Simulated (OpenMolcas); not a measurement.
Au5+ (d6) among equal point charges was computed by CASSCF with the d shell active (OpenMolcas, ANO-RCC-VDZP on the metal). Its lowest spin-free states, and all those of the highest spin:

```json
{"2S+1": "5", "Degeneracy": "1", "E (cm-1)": "0.0"}
{"2S+1": "5", "Degeneracy": "2", "E (cm-1)": "3081"}
{"2S+1": "5", "Degeneracy": "2", "E (cm-1)": "15326"}
{"2S+1": "3", "Degeneracy": "2", "E (cm-1)": "20251"}
{"2S+1": "3", "Degeneracy": "1", "E (cm-1)": "20320"}
{"2S+1": "3", "Degeneracy": "1", "E (cm-1)": "20326"}
{"2S+1": "3", "Degeneracy": "2", "E (cm-1)": "22330"}
{"2S+1": "3", "Degeneracy": "2", "E (cm-1)": "22451"}
{"2S+1": "3", "Degeneracy": "2", "E (cm-1)": "23479"}
{"2S+1": "3", "Degeneracy": "2", "E (cm-1)": "25640"}
{"2S+1": "3", "Degeneracy": "1", "E (cm-1)": "25666"}
{"2S+1": "3", "Degeneracy": "2", "E (cm-1)": "26001"}
```

Problem. Is the site octahedral, tetrahedral or cube-like, axial, or of lower symmetry?

Solution. The states with 2S+1 = 5 have orbital degeneracies 1, 2, 2. There are pairs but no triples, so the site is axial: not cubic, but with a proper or improper axis of order three or more. The run had Au5+ among 3 point charges of -2.5 e arranged as a planar triangle (D3h), 2.07 Å from the ion.

Spin-orbit coupling mixes the spin-free states strongly: the lowest level takes only 52 % from its leading state, 5A1. Without dynamic correlation the repulsion within the d shell is too large (B by tens of per cent), so at a given field states of lower spin stand too high. Point charges give a weaker field than real ligands, and real ions of this kind are as a rule low spin; the high spin found here belongs to the model. Point charges carry no covalency, so the field is a model and not that of real ligands. No measured value stands beside these numbers.
